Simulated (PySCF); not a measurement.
# Bond lengths and vibrations by method: CClH4Si anion

All numbers below are calculated, not measured. The program is PySCF 2.14.0, an open-source quantum chemistry code, run on an isolated molecule that a program drew, which may never have been made. The molecule is CClH4Si anion (charge -1, singlet), drawn as the SMILES string `C[SiH-]Cl`.

The geometry was optimised and harmonic frequencies were computed with HF and MP2, all in the aug-cc-pV(D+d)Z basis, for the commonest isotopes, with a restricted reference for singlets and an unrestricted one otherwise, and a frozen core in MP2. Each result is a local minimum of its method.

Geometry at the HF minimum:
```xyz
7
CClH4Si anion, angstrom
C    -0.2287   -0.3969    1.8739
Si   -0.2925    1.3953    1.1143
Cl   -0.0559    2.5454    3.1036
H     0.5928   -0.5477    2.5805
H    -1.1668   -0.6406    2.3826
H    -0.1085   -1.1152    1.0506
H     1.1916    1.4872    0.7477
```

Lengths of the bonds as drawn, in Å (atoms numbered as above):
| bond | HF | MP2 |
|---|---|---|
| C1-Si2 | 1.948 | 1.957 |
| Si2-Cl3 | 2.310 | 2.289 |
| C1-H4 | 1.094 | 1.105 |
| C1-H5 | 1.095 | 1.105 |
| C1-H6 | 1.099 | 1.109 |
| Si2-H7 | 1.532 | 1.538 |

Rotational constants, in GHz:
```
constant     HF    MP2
       A  13.59  13.32
       B  3.762  3.857
       C  3.082  3.134
```

Harmonic frequencies in cm^-1, each column in rising order, so a row needn't be the same motion in every method:
```
rank    HF   MP2
   1   182   169
   2   213   201
   3   325   347
   4   619   592
   5   651   605
   6   756   714
   7   806   750
   8   965   901
   9  1330  1205
  10  1535  1428
  11  1550  1444
  12  1993  1953
  13  3099     ?
  14  3166  3098
  15  3193  3119
```

**Estimate the missing MP2 frequency from the HF column.**

A single factor s that minimises the squared misfit of MP2 against s times HF over the other rows is sum(HF x MP2) / sum(HF^2) = 0.9643, with an rms misfit of 37 cm^-1. For rank 13 it gives 0.9643 x 3099 = 2988 cm^-1. The calculation gives 3005 cm^-1, 17 cm^-1 above the estimate. The drawn bonds are on average 0.5 % longer in MP2 than in HF.
